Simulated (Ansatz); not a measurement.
One change: `[BH2][GeH]([CH3])[CH3]` becomes `[BH2][GeH]([CH3])[NH2]`.

Ansatz, PBE0-D4/def2-TZVP geometries, multiplicity 1. Each molecule was computed in one conformer, which needn't be the lowest.

Scalar relativity is left out up to krypton.

```json
{"property": "HOMO energy (PBE/def2-TZVPP) / eV", "`[BH2][GeH]([CH3])[CH3]`": "-6.55"}
{"property": "HOMO–LUMO gap (PBE0/def2-TZVPP) / eV", "`[BH2][GeH]([CH3])[CH3]`": "5.56"}
{"property": "LUMO energy (PBE0/def2-TZVPP) / eV", "`[BH2][GeH]([CH3])[CH3]`": "-2.18"}
{"property": "HOMO–LUMO gap (ωB97M-V/def2-TZVPP) / eV", "`[BH2][GeH]([CH3])[CH3]`": "9.64"}
{"property": "HOMO–LUMO gap (PBE/def2-TZVPP) / eV", "`[BH2][GeH]([CH3])[CH3]`": "3.38"}
{"property": "HOMO energy (PBE0/def2-TZVPP) / eV", "`[BH2][GeH]([CH3])[CH3]`": "-7.74"}
```

Q: What does the change do to each property? (Best estimate.)

A: Computed: 
| property | `[BH2][GeH]([CH3])[NH2]` | shift |
| --- | --- | --- |
| HOMO energy (PBE/def2-TZVPP) / eV | -5.53 | 1.02 |
| HOMO–LUMO gap (PBE0/def2-TZVPP) / eV | 4.66 | -0.90 |
| LUMO energy (PBE0/def2-TZVPP) / eV | -2.27 | -0.09 |
| HOMO–LUMO gap (ωB97M-V/def2-TZVPP) / eV | 8.90 | -0.74 |
| HOMO–LUMO gap (PBE/def2-TZVPP) / eV | 2.27 | -1.11 |
| HOMO energy (PBE0/def2-TZVPP) / eV | -6.92 | 0.82 |

With PBE0 the HOMO rises by 0.82 eV and the LUMO falls by 0.09 eV, so the gap narrows by about 0.91 eV. PBE moves the HOMO by 1.02 eV and ωB97M-V by 0.66 eV.
